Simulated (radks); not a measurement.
Problem. Sn, configuration [Kr] 4d10 5s2 5p2. All-electron calculation, scalar-relativistic Kohn-Sham, r2SCAN, spin-polarised, spherical densities, finite nucleus; open shells are filled with parallel spins first (spin-orbit coupling, left out, can overturn this in heavy ions); meta-GGA in the generalised Kohn-Sham scheme; Fermi nuclear charge, rms radius 4.6519 fm. Program: a radial shooting solver on a logarithmic mesh with Libxc functionals. Some entries of the table are withheld. Estimate them.

orbital,occ.,eigenvalue (hartree),<r> (bohr),r(max) (bohr)
1s up,1,-1068.191,0.02906,0.01878
1s down,1,-1068.189,0.02906,0.01878
2s down,1,-161.8251,0.1255,0.1060
2s up,1,-161.8250,0.1255,0.1060
2p up,3,-145.1605,0.1096,0.08496
2p down,3,-145.1596,0.1096,0.08496
3s up,1,-31.45519,0.3386,0.3071
3s down,1,-31.45432,0.3386,0.3071
3p up,3,-25.96977,0.3372,0.3007
3p down,3,-25.96857,0.3372,0.3007
3d up,5,-17.54192,0.3146,0.2515
3d down,5,-17.54078,0.3146,0.2515
4s up,1,-5.04910,0.8204,0.7466
4s down,1,-5.04636,0.8207,0.7468
4p up,3,-3.38551,0.8872,0.7890
4p down,3,-3.38333,0.8872,0.7893
4d up,5,-0.97354,1.101,(1)
4d down,5,-0.96814,1.094,(2)
5s up,1,-0.42232,2.440,2.044
5s down,1,-0.36101,2.379,2.008
5p up,2,-0.16163,3.168,2.563
5p down,0,-0.08282,2.979,2.487

Solution. 
(1) 4d up r(max) (bohr): 0.8861
(2) 4d down r(max) (bohr): 0.8860
